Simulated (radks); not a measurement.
The ytterbium ion Yb16+, configuration [Kr] 4d10 4f8 (the NIST ground configuration). All-electron calculation, Dirac Kohn-Sham, PBE, spin-unpolarised, spherical densities, point nucleus; open shells are shared between the two j in proportion to 2j + 1. Program: a radial shooting solver on a logarithmic mesh with Libxc functionals.

Unscreened Slater integrals over Kohn-Sham orbitals (hartree). Large and small components are both included. Empty in this configuration: 5s1/2.

\begin{tabular}{lr}
integral & value \\ \hline
F0(4f7/2,4f7/2) & 1.5923 \\
F2(4f7/2,4f7/2) & 0.80619 \\
F4(4f7/2,4f7/2) & 0.51688 \\
F6(4f7/2,4f7/2) & 0.37519 \\
F0(4f7/2,4f5/2) & 1.5985 \\
F2(4f7/2,4f5/2) & 0.80880 \\
F4(4f7/2,4f5/2) & 0.51844 \\
G2(4f7/2,4f5/2) & 0.80583 \\
G4(4f7/2,4f5/2) & 0.51662 \\
G6(4f7/2,4f5/2) & 0.37499 \\
F0(4f7/2,4d5/2) & 1.6221 \\
F2(4f7/2,4d5/2) & 0.80972 \\
F4(4f7/2,4d5/2) & 0.52529 \\
G1(4f7/2,4d5/2) & 0.92765 \\
G3(4f7/2,4d5/2) & 0.60225 \\
G5(4f7/2,4d5/2) & 0.43154 \\
F0(4f7/2,4d3/2) & 1.6359 \\
F2(4f7/2,4d3/2) & 0.81691 \\
G3(4f7/2,4d3/2) & 0.60830 \\
G5(4f7/2,4d3/2) & 0.43540 \\
F0(4f7/2,5s1/2) & 1.0816 \\
G3(4f7/2,5s1/2) & 0.15349 \\
F0(4f5/2,4f5/2) & 1.6048 \\
F2(4f5/2,4f5/2) & 0.81151 \\
F4(4f5/2,4f5/2) & 0.52008 \\
F0(4f5/2,4d5/2) & 1.6285 \\
F2(4f5/2,4d5/2) & 0.81170 \\
F4(4f5/2,4d5/2) & 0.52622 \\
G1(4f5/2,4d5/2) & 0.92644 \\
G3(4f5/2,4d5/2) & 0.60169 \\
G5(4f5/2,4d5/2) & 0.43118 \\
F0(4f5/2,4d3/2) & 1.6425 \\
F2(4f5/2,4d3/2) & 0.81912 \\
G1(4f5/2,4d3/2) & 0.94253 \\
G3(4f5/2,4d3/2) & 0.61053 \\
F0(4f5/2,5s1/2) & 1.0833 \\
G3(4f5/2,5s1/2) & 0.15140 \\
F0(4d5/2,4d5/2) & 1.6698 \\
F2(4d5/2,4d5/2) & 0.85330 \\
F4(4d5/2,4d5/2) & 0.57423 \\
F0(4d5/2,4d3/2) & 1.6842 \\
F2(4d5/2,4d3/2) & 0.85952 \\
G2(4d5/2,4d3/2) & 0.85701 \\
G4(4d5/2,4d3/2) & 0.57681 \\
F0(4d5/2,5s1/2) & 1.0951 \\
G2(4d5/2,5s1/2) & 0.12923 \\
F0(4d3/2,4d3/2) & 1.6991 \\
F2(4d3/2,4d3/2) & 0.86654 \\
F0(4d3/2,5s1/2) & 1.0987 \\
G2(4d3/2,5s1/2) & 0.12466 \\
F0(5s1/2,5s1/2) & 0.91362 \\
\end{tabular}
